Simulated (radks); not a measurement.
Results of a calculation; reference values are marked as such.
Orbital eigenvalues (eV) of neutral cobalt, [Ar] 3d7 4s2, at several levels of relativity; Dirac values are averaged over j with weights 2j + 1. Spin-unpolarised spherical Kohn-Sham, PBE, point nucleus unless stated (finite: rms radius 3.7875 fm), a radial shooting solver on a logarithmic mesh with Libxc functionals. A level marked "c x" has the speed of light scaled by that factor and shares open shells by 2j + 1; other Dirac levels either fill j = l - 1/2 first or share by 2j + 1.

shell,non-rel.,"Dirac, 2j+1 shares","Dirac, low j first","Dirac, 2j+1 shares, finite nucleus","change of magnitude, last against first (%)"
1s,-7515.9,-7591.4,-7591.3,-7591.3,+1.00
2s,-882.94,-898.73,-898.65,-898.72,+1.79
2p,-766.56,-769.73,-769.65,-769.73,+0.41
3s,-99.893,-102.38,-102.35,-102.38,+2.49
3p,-65.102,-65.628,-65.597,-65.629,+0.81
3d,-8.5099,-8.2044,-8.1792,-8.2045,-3.59
4s,-5.3652,-5.4696,-5.4675,-5.4696,+1.94
4p (empty),-1.3070,-1.2769,-1.2765,-1.2770,-2.30
